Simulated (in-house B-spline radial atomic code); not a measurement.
A fraction x of an electron is removed from 3d in the gallium ion Ga⁴⁺, starting from [Ar] 3d9 and keeping the highest spin. Level of theory: non-relativistic BP86, spin-polarised, spherical fractional occupations, point nucleus; calculated with a B-spline radial code for spherical atoms.

```
   x  E(x) - E(0) (eV)  3d down level (eV)
   0            0.0000             -75.590
0.05            3.8094             -76.786
0.16           12.4014             -79.437
0.27           21.2864             -82.115
0.39           31.3169             -85.066
 0.5           40.8242             -87.798
0.59           48.8274             -90.053
0.65           54.2760             -91.566
0.79           67.3438             -95.125
0.98           85.8813            -100.019
   1           87.8869            -100.539
```

The exact functional would give a straight line between the two integer points. Deviations E(x) - E(0) - x[E(1) - E(0)], in eV: -0.585 at x = 0.05, -1.661 at x = 0.16, -2.443 at x = 0.27, -2.959 at x = 0.39, -3.119 at x = 0.5, -3.026 at x = 0.59, -2.85 at x = 0.65, -2.087 at x = 0.79, -0.248 at x = 0.98.

The curve lies below the straight line by up to 3.119 eV (at x = 0.5): convex, the delocalisation error that favours fractional charges.

(1) How well does Slater's transition state (minus the level at half occupation) give the ionisation energy?

Results:

(1) It gives 87.798 eV against 87.887 eV from the two total energies; NIST lists 86.01 eV, ground level to ground level.
